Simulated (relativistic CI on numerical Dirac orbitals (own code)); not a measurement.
## L2,3 absorption of cobalt in several valence states

Computed multiplet spectra 2p⁶3dⁿ → 2p⁵3dⁿ⁺¹ (Dirac-Coulomb-Breit ions, Slater integrals scaled by 0.7, an assumed crystal field that grows with the charge, no charge transfer; 300 K; Lorentzian 0.4 eV and Gaussian 0.3 eV FWHM at both edges, so that L2 comes out sharper than in experiment). Peaks over 5 % are given in eV from the highest peak in the L3 region of each spectrum (height, largest 100). S of the lowest state is read from ⟨S²⟩, and the branching ratio is the share of L3, cut at the minimum between the edges.

Field parameters in Wybourne normalisation: Oh B⁴₀ = 21Dq, B⁴₄ = √(5/14) B⁴₀. The field is a parameter set, without covalency.

- Co2+ (d7, Oh, 10Dq = 15350 cm⁻¹): S = 1.50, high spin, branching ratio 0.81; peaks -2.3 (59), -1.4 (33), 0.0 (100), 1.2 (99), 2.5 (18), 14.8 (22), 15.5 (25), 16.2 (22), 17.2 (9)
- Co3+ (d6, Oh, 10Dq = 19850 cm⁻¹): S = 0.03, low spin, branching ratio 0.67; peaks -2.0 (7), 0.0 (100), 2.3 (25), 14.1 (54), 16.0 (11)
- Co4+ (d5, Oh, 10Dq = 24300 cm⁻¹): S = 2.48, high spin, branching ratio 0.77; peaks -2.9 (44), -1.6 (13), 0.0 (100), 1.4 (23), 12.6 (14), 14.3 (10), 15.6 (17), 16.9 (12)
- Co5+ (d4, Oh, 10Dq = 28800 cm⁻¹): S = 1.06, low spin, branching ratio 0.69; peaks -5.6 (41), -1.8 (91), -1.0 (77), 0.0 (100), 1.8 (24), 10.6 (15), 13.2 (67), 15.1 (21), 16.3 (11)

The centroid of the whole edge, which also moves with the branching ratio, lies at 783.9 (Co2+), 788.9 (Co3+), 790.8 (Co4+), 795.8 (Co5+) eV in this ionic model, in steps of 1.9 to 5.0 eV. Compounds show about 1 to 2 eV a unit and lower energies for the high valences, since ligands screen the charge. The multiplet shape follows the d count and the spin state, and so serves as a fingerprint of valence. Real compounds of Co4+ are mostly low spin, since covalency shrinks the Slater integrals more than this scale does.
